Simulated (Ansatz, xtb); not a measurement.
C5H7FN2S: which of two isomers lies lower

Structure a is `CCc1nsc(CF)n1`, a singlet and structure b is `CSc1ncn(C)c1F`, a singlet. Both are isolated molecules in the gas phase, relaxed with PBE-D3(BJ)/def2-SVP; the shapes shown needn't be the lowest conformers.

a (Å):

```xyz
16

C    -0.6273    3.3086    2.5647
C    -1.1477    2.7534    1.2334
C    -0.1746    1.8149    0.5768
C     1.1039    0.0323    0.4922
C     1.7936   -1.2450    0.8613
F     2.6194   -1.6516   -0.1697
N     0.2910    2.0501   -0.6447
N     0.2611    0.6905    1.2499
S     1.3521    0.8142   -1.0528
H     0.2887    3.9148    2.4145
H    -1.3880    3.9521    3.0493
H    -0.3774    2.4819    3.2587
H    -1.3729    3.5651    0.5152
H    -2.0940    2.1965    1.4079
H     1.0371   -2.0351    1.0692
H     2.3944   -1.0942    1.7866
```

b (Å):

```xyz
16

C    -0.9838    2.4339    1.4882
C     0.4527    0.5989    0.0771
C     1.9369   -0.5932    1.1078
C     2.8299   -2.0114   -0.8097
C     1.0346   -0.2413   -0.8618
F     0.8351   -0.4066   -2.1700
N     1.0359    0.3587    1.3008
N     1.9823   -1.0036   -0.2053
S    -0.8226    1.7893   -0.2037
H    -0.0333    2.8836    1.8321
H    -1.2779    1.6312    2.1903
H    -1.7746    3.2062    1.4403
H     2.5910   -1.0322    1.8727
H     3.4805   -1.5684   -1.5907
H     2.2223   -2.8151   -1.2723
H     3.4683   -2.4553   -0.0242
```

Quicker runs give these differences E(b) − E(a): GFN2-xTB +8.4 kJ/mol; HF/STO-3G +7.1 kJ/mol (at GFN2-xTB geometries); r2SCAN-D4/def2-SVP +29.8 kJ/mol (at GFN2-xTB geometries).

**Question.** Estimate E(b) − E(a) at the level CCSD(T)/def2-SVP + ΔMP2/def2-TZVPP.

**Answer.** Calculated at CCSD(T)/def2-SVP + ΔMP2/def2-TZVPP: E(b) − E(a) = +68.3 kJ/mol, so structure a lies lower.

How the difference moves with the method:

```tsv
level	geometry	E(b) − E(a) (kJ/mol)	departure from the last row (kJ/mol)	job, with rough time for the two
GFN2-xTB	GFN2-xTB	+8.4	−59.9	optimisation, 0.29 s
HF/STO-3G	GFN2-xTB	+7.1	−61.2	single point, 0.6 s
r2SCAN-D4/def2-SVP	GFN2-xTB	+29.8	−38.5	single point, 5.9 s
PBE-D3(BJ)/def2-SVP	PBE-D3(BJ)/def2-SVP	+28.3	−40.0	optimisation, 45 s
HF/def2-SVP	PBE-D3(BJ)/def2-SVP	+34.2	−34.1	part of the CCSD(T) run
MP2/def2-SVP	PBE-D3(BJ)/def2-SVP	+42.6	−25.7	part of the CCSD(T) run
CCSD(T)/def2-SVP	PBE-D3(BJ)/def2-SVP	+48.0	−20.3	single point
CCSD(T)/def2-SVP + ΔMP2/def2-TZVPP	PBE-D3(BJ)/def2-SVP	+68.3		single point, 3.7 min
```

As drawn, b has 2 C–S, 1 C∷N, 1 C–N, 1 C∷C in place of 3 C–C, 1 N∷S, 1 C∷S (∷ is an aromatic bond).

The levels shown agree on the order. The largest departure from CCSD(T)/def2-SVP + ΔMP2/def2-TZVPP is that of HF/STO-3G, 61.2 kJ/mol. A small imaginary or near-zero mode remains, so no thermal terms are given. The last row adds to CCSD(T) the change of the MP2 difference between the two basis sets, here +20.3 kJ/mol, a large step that makes the value less sure.

The correlated steps freeze 13 core orbitals. Run with Ansatz 0.2.0, xtb 6.7.1; the last row on 4 threads of Arm Neoverse V1 on a shared host.
